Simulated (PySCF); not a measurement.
Computed shifts of a molecule C₄H₁₁FSi, PBE/pcSseg-1 (PySCF), GIAO, gas phase, atoms alike by connectivity averaged where their shifts nearly agree, in ppm (number of nuclei): ¹³C: 95.2 (1), 44.8 (1), 27.8 (1), 18.8 (1). ¹⁹F: -263.4 (1). ²⁹Si: -69.0 (1). ¹H: 5.14 (1), 4.25 (3), 2.36 (1), 2.05 (1), 1.64 (1), 1.43 (1), 1.35 (3). References: ¹³C against TMS (σ = 182.0 ppm); ¹⁹F against CFCl3 (σ = 133.6 ppm); ²⁹Si against TMS (σ = 335.4 ppm); ¹H against TMS (σ = 31.49 ppm), references at their B3LYP-D3(BJ)/def2-TZVP geometries, non-relativistic. Geometry: r2SCAN-D4/def2-SVP. The values are those of a single conformer.

Q: Which molecule gave these data?
(A) CC[SiH](F)CC
(B) C[C@H](F)CC[SiH3]
(C) CCC[Si@H](C)F
(D) CCC[C@@H](F)[SiH3]

A: D, CCC[C@@H](F)[SiH3]
